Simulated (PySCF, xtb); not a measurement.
CHCl2FOSi, SMILES O=C[Si](Cl)(F)Cl. Other conformers were not sampled.

Harmonic wavenumbers (cm⁻¹) from GFN2-xTB (xtb) at its own minimum, in rising order: 32, 101, 108, 144, 189, 215, 390, 459, 574, 683, 784, 799, 1359, 1757, 2712.

Problem. What does r2SCAN-D4/def2-SVP run with PySCF 2.14.0 give at its own minimum? (Estimate from the structure and the level; the computed values follow.)

Solution. 24, 106, 140, 190, 239, 251, 389, 490, 630, 737, 862, 926, 1375, 1793, 2809. Paired by order, the mean absolute difference is 45 cm⁻¹ and the zero-point energies are 14.7 and 15.7 kcal/mol.
